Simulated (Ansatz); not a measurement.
Ansatz (a program for electronic structure) input (B3LYP/6-31G*):

Ansatz 0.2 input:
```yaml
crystal:
  periodic: [false, false, false]
  atoms:
    - {symbol: Cl, position_ang: [-1.42325094, -0.20385876, 0.02128987]}
    - {symbol: C, position_ang: [-0.03115350, 0.86084410, 0.00900854]}
    - {symbol: Cl, position_ang: [1.43424630, -0.09996857, -0.02446935]}
basis:
  gaussian:
    orbitals: 6-31G*
hamiltonian:
  xc: {name: B3LYP}
phonons: {temperatures: {t_min: 298.15, t_max: 298.15, t_step: 100}}
```

Problem. Which harmonic wavenumbers does it give?

Solution. 324, 705, 714 cm⁻¹ (unscaled; negative means imaginary).
